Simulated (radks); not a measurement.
Q: The table gives one normalised radial function P(r) = r R(r) of W in [Xe] 4f14 5d5 6s1 (r in bohr). Method: scalar-relativistic Kohn-Sham, PBE, spin-unpolarised, spherical densities, finite nucleus; Fermi nuclear charge, rms radius 5.3658 fm; computed with a radial shooting solver on a logarithmic mesh with Libxc functionals.

r	P
0.002325	0.0342
0.003668	0.0444
0.005833	0.0533
0.009277	0.0541
0.01464	0.0369
0.02328	-0.0079
0.03673	-0.0665
0.05841	-0.0803
0.0929	0.0201
0.1466	0.1237
0.2331	-0.0190
0.3678	-0.1769
0.585	0.1034
0.9303	0.2698
1.468	-0.1636
2.334	-0.5922
3.713	-0.5129
5.858	-0.2000
9.316	-0.0294

Which n and l does it have? It may be an empty orbital.

A: n = 6, l = 0: the number of nodes gives n - l - 1 = 5, the rise at small r (about r^(l+1), flatter next to the nucleus through relativity) gives l, and the extent must fit the shell. The curve is that of 6s. 6s: eigenvalue -5.143 eV, 5 radial nodes at r = 0.0218, 0.0870, 0.225, 0.518, 1.29 bohr, <r> = 3.28 bohr, 90 % of the charge inside 4.91 bohr.
